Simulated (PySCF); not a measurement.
Solvent effects on NMR parameters

Atom-mapped SMILES (the numbers label the heavy atoms): `[CH:1]#[C:2][C@@:3]1([CH:4]2[CH2:5][CH2:6][CH2:7]2)[CH2:8][S:9]1` (H(Xn): hydrogen on atom n). Ha(C5), Ha(C6), Ha(C7) are cis to C3 on the ring; Ha(C8) is pro-R; Hb(C8) is pro-S; Hb(C5), Hb(C6), Hb(C7) are trans to C3 on the ring.

GIAO PBE0/pcSseg-1 in PySCF 2.14 on one PBE0-D3(BJ)/def2-SVP conformer, non-relativistic, equivalent nuclei averaged. Solvents enter as an IEF-PCM continuum (methanol with ε = 32.6, dimethylsulfoxide with ε = 46.8) around the gas-phase geometry. Shifts are referred to TMS, CS2 computed in the same medium.

In methanol, δ in ppm: C2 90.5, C1 78.5, C3 45.6, C4 41.6, C8 36.3, C5 30.8, C7 22.4, C6 18.6, S9 -166.1, H(C4) 3.06, Ha(C8) 2.75, H(C1) 2.64, Hb(C8) 2.48, Hb(C5) 2.19. Dipole moment 2.55 D.

(1) How does each δ change in the more polar medium?

(2) Which nuclei move most (in ppm), and what does the model miss?

## Answers

(1) 
| atoms | environment | Δδ, dimethylsulfoxide |
| --- | --- | --- |
| C2 | alkyne carbon | 0.0 |
| C1 | terminal alkyne carbon | 0.0 |
| C3 | thiirane ring carbon | 0.0 |
| C4 | sp3 CH in a ring | 0.0 |
| C8 | thiirane ring carbon | 0.0 |
| C5 | sp3 CH2 in a ring | 0.0 |
| C7 | sp3 CH2 in a ring | 0.0 |
| C6 | sp3 CH2 in a ring | 0.0 |
| S9 | sulfide sulfur | -0.3 |
| H(C4) | hydrogen on an sp3 CH in a ring | 0.00 |
| Ha(C8) | hydrogen on a thiirane ring carbon | 0.00 |
| H(C1) | hydrogen on a terminal alkyne carbon | +0.01 |
| Hb(C8) | hydrogen on a thiirane ring carbon | +0.01 |
| Hb(C5) | hydrogen on an sp3 CH2 in a ring | 0.00 |

Changes are relative to methanol. The dipole moment becomes 2.57 D in dimethylsulfoxide.

(2) S9 (sulfide sulfur, -0.3 ppm) in dimethylsulfoxide. A continuum only polarises the solute; specific hydrogen bonds, the anisotropy of aromatic solvents and changes of geometry or conformer are outside it.
